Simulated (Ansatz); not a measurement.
Ansatz (an electronic-structure program) input (RI-MP2/aug-cc-pVQZ):
A basis named .json is the Basis Set Exchange file of that set.

Ansatz 0.2 input:
```yaml
crystal:
  periodic: [false, false, false]
  atoms:
    - {symbol: C, position_ang: [-1.97512225, -0.09037724, 0.39881231]}
    - {symbol: C, position_ang: [-1.15061272, 0.69886328, 1.40747962]}
    - {symbol: Se, position_ang: [0.50881160, 1.48775983, 0.69159953]}
    - {symbol: C, position_ang: [1.31729944, -0.20147825, 0.11415276]}
    - {symbol: Se, position_ang: [0.25575182, -1.22519837, -1.17648137]}
    - {symbol: C, position_ang: [-1.34696404, -1.40614504, -0.04198091]}
    - {symbol: H, position_ang: [-2.93591899, -0.32709438, 0.87274399]}
    - {symbol: H, position_ang: [-2.19120011, 0.53002606, -0.47290989]}
    - {symbol: H, position_ang: [-1.71067729, 1.55635864, 1.77793120]}
    - {symbol: H, position_ang: [-0.88235704, 0.07931309, 2.26464819]}
    - {symbol: H, position_ang: [2.25532326, 0.04787419, -0.37504386]}
    - {symbol: H, position_ang: [1.52066862, -0.82005422, 0.98494277]}
    - {symbol: H, position_ang: [-2.04042998, -1.97879532, -0.65629488]}
    - {symbol: H, position_ang: [-1.07816724, -2.01989401, 0.81918225]}
basis:
  gaussian:
    orbitals: aug-cc-pVQZ
    fitting: {mean_field: def2-universal-jkfit, correlation: aug-cc-pVQZ-RIFIT.json}
magnetization: {spin_polarized: false}
correlation: {method: mp2, electrons: outside_noble_gas}
```

Output:

```
Functional definition: HF
integrals: 4.57 GiB planned
976 factors; integrals over basis functions are off by at most 3.9e0 eV
4.21 GiB of device memory are held for the factors and their scratch space
mean field: 8.11 GiB planned
mean field evaluation 1: about -134854.4253 eV, gradient 3.8e1 eV
mean field evaluation 2: about -134857.6408 eV, gradient 1.9e1 eV
mean field evaluation 4: about -134858.6517 eV, gradient 1.1e0 eV
mean field evaluation 8: about -134858.6574 eV, gradient 2.6e-6 eV
mean field -134858.65742560 eV, -4955.9642499097 hartree, gradient 2.6e-6 eV, S^2 0.000000; 0 other end points of the search recorded, 0 dependent functions left out
32 core orbitals not correlated
1836 factors; their error is unknown
reference -134858.65742560 eV, -4955.9642499097 hartree; 18, 18 occupied and 824, 824 virtual orbitals, 1836 factors
second order -29.36507867 eV of doubles, -0.00000000 eV of singles
Total energy: -134888.02250427 eV, -4957.0433966466 hartree
```
